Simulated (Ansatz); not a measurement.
Geometry optimisation, RKS PBE/def2-SVP in Ansatz.

input.yaml

```yaml
crystal:
  periodic: [false, false, false]
  atoms:
    - { symbol: Ta, position_ang: [0.0, 0.0, 0.0] }
    - { symbol: Cl, position_ang: [2.82, 0.0, 0.0] }
    - { symbol: Cl, position_ang: [0.0, 0.0, 2.47] }
    - { symbol: O, position_ang: [0.0, 0.0, -2.02] }
    - { symbol: H, position_ang: [-0.6343, -0.71, -2.3571] }
    - { symbol: Cl, position_ang: [-1.235, 2.139, 0.0] }
    - { symbol: F, position_ang: [-0.965, -1.6714, 0.0] }
    - { symbol: "N", position_ang: [0.7757, 1.9227, 1.3241] }
    - { symbol: H, position_ang: [1.1193, 1.7788, 2.3165] }
    - { symbol: H, position_ang: [0.7664, 2.8951, 0.9022] }
    - { symbol: H, position_ang: [2.0207, 1.3136, 0.9046] }
basis:
  gaussian: { orbitals: def2-SVP }
hamiltonian:
  xc: pbe
relax:
  f_tol: 0.15
  max_steps: 25
  restrain:
    - { distance: [0, 7], at: 2.16, k: 30.0 }
    - { distance: [10, 1], at: 1.37, k: 30.0 }
    - { distance: [0, 1], at: 3.67, k: 30.0 }
    - { distance: [10, 7], at: 2.26, k: 30.0 }
```

Run as:

```bash
$ ansatz run input.yaml --threads 4 --pin off --max-ram 5120MiB --backend cpu --events-out ev --progress --plain --runs-dir out
```

**Question.** Where does it end, and by what steps?

**Answer.** The run converged. The restraints hold the end off the free minimum; the threshold counts their pulls, which the force column leaves out. Restrained pairs: Ta1–N8 (2.46 → 2.11 Å), Cl2–H11 (1.78 → 1.35 Å), Ta1–Cl2 (2.82 → 3.67 Å), N8–H11 (1.45 → 2.25 Å). After 23 steps the energy has fallen by 3.726 eV (the restraints' own energy left out); H5 moved furthest, 1.96 Å.

| step | energy less start (eV) | largest force component (eV/Å) | accepted |
| --- | --- | --- | --- |
| 0 | 0.0000 | 5.899 | yes |
| 1 | 0.5566 | 4.700 | yes |
| 2 | 0.5080 | 3.898 | yes |
| 3 | -0.7750 | 2.606 | yes |
| 4 | -1.9210 | 1.344 | yes |
| 5 | -2.4937 | 1.278 | yes |
| 6 | -2.8681 | 1.260 | yes |
| 7 | -3.1771 | 1.071 | yes |
| 8 | -3.3472 | 1.071 | yes |
| 9 | -3.3703 | 1.374 | yes |
| 10 | -3.4406 | 1.442 | yes |
| 11 | -3.4884 | 1.139 | yes |
| 12 | -3.5240 | 0.903 | yes |
| 13 | -3.5530 | 0.832 | yes |
| 14 | -3.5787 | 0.909 | yes |
| 15 | -3.6387 | 0.936 | yes |
| 16 | -3.6705 | 1.434 | yes |
| 17 | -3.6716 | 1.507 | yes |
| 18 | -3.6888 | 1.410 | yes |
| 19 | -3.7022 | 1.324 | yes |
| 20 | -3.7086 | 1.231 | yes |
| 21 | -3.7156 | 1.301 | yes |
| 22 | -3.7219 | 1.283 | yes |
| 23 | -3.7256 | 1.156 | yes |

```xyz
11
Properties=species:S:1:pos:R:3
Ta -0.625 0.405 0.423
Cl 2.810 -0.539 -0.478
Cl -0.470 -0.070 2.732
O 0.021 0.669 -1.339
H 0.878 0.362 -1.715
Cl -2.727 1.318 0.263
F -0.606 -1.474 0.153
N 0.798 1.874 0.943
H 1.003 2.142 1.911
H 1.166 2.557 0.268
H 2.421 0.423 0.379
```

Run time: 61 s on 4 threads of Arm Neoverse V2, on a shared host, peak memory 0.24 GiB.
